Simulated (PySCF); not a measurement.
# Low-lying terms of He (helium, neutral)

Ground state 1s2, ¹S. Computed with PySCF 2.14 in aug-cc-pVTZ-DK with one added diffuse shell each of s, p, d type (5s4p3d, 32 functions), with scalar relativity by spin-free X2C-1e. Vertical excitation energies in eV without spin-orbit coupling; excited terms of each kind are numbered among those the solver found. Frozen: nothing.

| term | leading excitation | EOM-EE-CCSD | measured centre of gravity (NIST) |
| --- | --- | --- | --- |
| 1 3S | 1s → s | 19.782 | 19.820 (1s2s) |
| 1 1S | 1s → s | 20.599 | 22.920 (1s3s) |
| 1 3P° | 1s → p | 21.008 | 20.964 (1s2p) |
| 1 1P° | 1s → p | 21.325 | 21.218 (1s2p) |
| 2 3S | 1s → s | 22.837 | n/a |
| 2 1S | 1s → s | 23.332 | n/a |

Only the lower part of the computed list is shown. Doubly excited terms such as np² are absent. The solver can miss terms. Rydberg members are limited by the diffuse functions of the basis.
